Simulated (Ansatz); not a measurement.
Cr2O2. Total charge 0; quintet. Geometry PBE0-D4/def2-SVP; atoms count from 1.

```xyz
4

Cr   -0.215   -1.069   -0.020
Cr    0.267    2.134   -0.526
O    -0.179    0.404   -0.900
O     0.127   -1.469    1.447
```

The charge 0 quintet is spin-contaminated (final ⟨S²⟩ up to 7.96, 6.00 for a pure state). The geometry of the quintet was relaxed on an unsound state (⟨S²⟩ 7.96, where a pure state has 6.00). At PBE0-D4/def2-TZVP a triplet of charge 0 lies 0.86 eV below the quintet, each at its own geometry. That triplet is doubtful there (⟨S²⟩ 5.08, where a pure state has 2.00). The structure comes from a short search, and lower isomers may exist.

Estimate the Mulliken populations from the PBE0/def2-TZVP orbitals of Ansatz.


```csv
atom,charge (e),spin (α − β),d electrons
Cr1,1.00,-0.92,4.34
Cr2,0.63,5.00,4.67
O3,-0.99,-0.05,–
O4,-0.64,-0.03,–
```
Mulliken values and Mayer orders depend strongly on the basis.

Where does the spin sit?

Summed by element: Cr 4.08, O -0.08, of 4 unpaired in all. Largest on single atoms: Cr2 5.00, Cr1 -0.92, O3 -0.05.

And the Mayer bond orders between bonded heavy atoms (over 0.3)?

Cr1–O3 1.03 (1.72 Å); Cr1–O4 2.09 (1.56 Å); Cr2–O3 0.71 (1.83 Å).
